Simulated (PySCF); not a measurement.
Si(Cl)2(Me)(SH) (CH4Cl2SSi), SMILES C[Si](S)(Cl)Cl.

Coordinates come from a PBE-D3(BJ)/def2-SVP optimisation. One conformer was computed; it need not be the lowest.

These are PySCF with PBE/def2-TZVP values and carry that method's errors.

Gas-phase values at a fixed geometry.

```json
{
 "total_energy": "-1648.06587 hartree",
 "highest_occupied_level": "-6.62 eV",
 "lowest_empty_level": "-1.07 eV",
 "orbital_gap": "5.55 eV",
 "dipole_moment": "2.32 D",
 "quadrupole, principal values (traceless, Buckingham form, about the centre of nuclear charge)": "-4.77, 1.04, 3.73 D·Å",
 "mean_static_polarisability": "81.2 bohr³ (12.03 Å³)",
 "polarisability_principal_values": "75.0, 82.1, 86.5 bohr³"
}
```
